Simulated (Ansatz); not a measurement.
Relaxation of CH$_{9}$AlSi$_{2}$ (13 atoms, charge 0, multiplicity 1), to a largest force component of 0.015 eV/Å in at most 40 steps.

Theory: RKS B3LYP-D4/STO-3G in Ansatz 0.2.0.

```xyz
13
Properties=species:S:1:pos:R:3
C -1.759 -0.167 0.786
Si -0.373 -1.260 0.421
Si 1.455 -0.040 0.169
Al 1.255 1.492 -1.596
H -1.605 0.443 1.686
H -2.731 -0.708 0.899
H -1.911 0.585 -0.069
H -0.588 -1.986 -0.826
H -0.195 -2.180 1.581
H 1.751 0.701 1.449
H 2.613 -0.927 -0.093
H 2.166 1.440 -2.847
H -0.057 2.572 -1.543
```

Task: Where does it end, and by what steps?

Result: It converged. The force dipped under the threshold on the way, but the program's further checks kept it going. Limits of this set-up: minimal basis. After 24 steps the energy has fallen by 0.692 eV; H13 moved furthest, 0.69 Å.

| step | energy less start (eV) | largest force component (eV/Å) | accepted |
| --- | --- | --- | --- |
| 0 | 0.0000 | 2.657 | yes |
| 1 | -0.5735 | 1.862 | yes |
| 2 | -0.6786 | 0.307 | yes |
| 3 | -0.6854 | 0.149 | yes |
| 4 | -0.6827 | 0.243 | no |
| 5 | -0.6895 | 0.014 | yes |
| 6 | -0.6897 | 0.030 | yes |
| 7 | -0.6899 | 0.007 | yes |
| 8 | -0.6901 | 0.044 | yes |
| 9 | -0.6903 | 0.049 | yes |
| 10 | -0.6896 | 0.159 | no |
| 11 | -0.6905 | 0.050 | yes |
| 12 | -0.6907 | 0.062 | yes |
| 13 | -0.6909 | 0.044 | yes |
| 14 | -0.6910 | 0.026 | yes |
| 15 | -0.6913 | 0.012 | yes |
| 16 | -0.6912 | 0.078 | no |
| 17 | -0.6915 | 0.016 | yes |
| 18 | -0.6914 | 0.081 | no |
| 19 | -0.6917 | 0.017 | yes |
| 20 | -0.6917 | 0.047 | yes |
| 21 | -0.6917 | 0.059 | yes |
| 22 | -0.6918 | 0.032 | yes |
| 23 | -0.6919 | 0.018 | yes |
| 24 | -0.6919 | 0.004 | yes |

```xyz
13
Properties=species:S:1:pos:R:3
C -1.868 -0.207 0.764
Si -0.327 -1.241 0.441
Si 1.496 0.054 0.119
Al 1.285 1.555 -1.603
H -1.751 0.420 1.658
H -2.749 -0.842 0.921
H -2.092 0.462 -0.077
H -0.589 -2.058 -0.725
H -0.157 -2.151 1.554
H 1.754 0.716 1.382
H 2.617 -0.847 -0.059
H 1.848 1.252 -2.964
H 0.553 2.851 -1.396
```

Whether the end is a true minimum wasn't checked by a vibrational analysis.

Time of the run: 59 s on 1 thread of Arm Neoverse V2, with other jobs on the host, peak memory 0.13 GiB.
